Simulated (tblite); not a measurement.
Compound: C₃H₁₂N₂OSi.
SMILES with atom numbers: `[CH3:1][NH:2][CH2:3][Si@@H:4]([NH2:5])[O:6][CH3:7]` (hydrogens: H8, H9, H10 on C1; H11 on N2; H12, H13 on C3; H14 on Si4; H15, H16 on N5; H17, H18, H19 on C7)

Computed geometry: GFN2-xTB, gas phase.

**Question.** What internal coordinates does the optimisation give?

**Answer.** 
```csv
bond,length (bohr),order
C1–N2,2.731,single
N2–C3,2.759,single
C3–Si4,3.616,single
Si4–N5,3.274,single
Si4–O6,3.067,single
O6–C7,2.635,single
"C1–H8, C1–H9",2.059,single
C1–H10,2.078,single
N2–H11,1.921,single
C3–H12,2.063,single
C3–H13,2.066,single
Si4–H14,2.773,single
"N5–H15, N5–H16",1.903,single
"C7–H17, C7–H18, C7–H19",2.063,single
```

Bonds in one row agree within 0.02 bohr and their mean is given. Orders are formal, as drawn. A selection of angles:
```csv
angle,degrees
N2–C1–H8,108.9
N2–C1–H9,108.4
N2–C1–H10,113.9
H8–C1–H9,108.5
H9–C1–H10,108.1
C1–N2–C3,113.3
C1–N2–H11,109.2
C3–N2–H11,108.9
N2–C3–Si4,115.2
N2–C3–H12,106.7
N2–C3–H13,106.7
Si4–C3–H12,111.1
Si4–C3–H13,110.2
H12–C3–H13,106.4
C3–Si4–N5,115.3
C3–Si4–O6,101.9
C3–Si4–H14,114.4
N5–Si4–O6,109.3
N5–Si4–H14,103.7
O6–Si4–H14,112.4
Si4–N5–H15,120.1
H15–N5–H16,109.8
Si4–O6–C7,126.0
O6–C7–H17,110.5
O6–C7–H18,108.1
O6–C7–H19,111.0
H17–C7–H18,109.2
H17–C7–H19,108.4
```

Dihedral angles: C1–N2–C3–Si4 65° (synclinal); N2–C3–Si4–N5 39° (synclinal); C3–Si4–O6–C7 178° (antiperiplanar).

Of the pairs four or more bonds apart, Si4···H10 is among the closest relative to their van der Waals radii: 2.92 Å, 88 % of the sum of Bondi's values. N2 (secondary amine nitrogen) is pyramidal (angles 113.3°, 109.2° and 108.9°, sum 331.4°, 0.40 Å off the plane of its three neighbours). O6 (silyl ether oxygen) is bent (angle 126.0°). Si4 (oxygen-bound silicon) is distorted tetrahedral (angles from 101.9° to 115.3°). N5 (silicon-bound nitrogen) has angles 120.1°, 118.7° and 109.8°, sum 348.7°, 0.23 Å off the plane of its three neighbours.

Point group: C1 (no symmetry element, even within 0.4 Å). Its GFN2-xTB frequencies are all real (lowest 41 cm⁻¹). One conformer, not necessarily the lowest (C1–N2–C3–Si4 65°, N2–C3–Si4–N5 39°, C3–Si4–N5–H -62° and 78°, C3–Si4–O6–C7 178°).
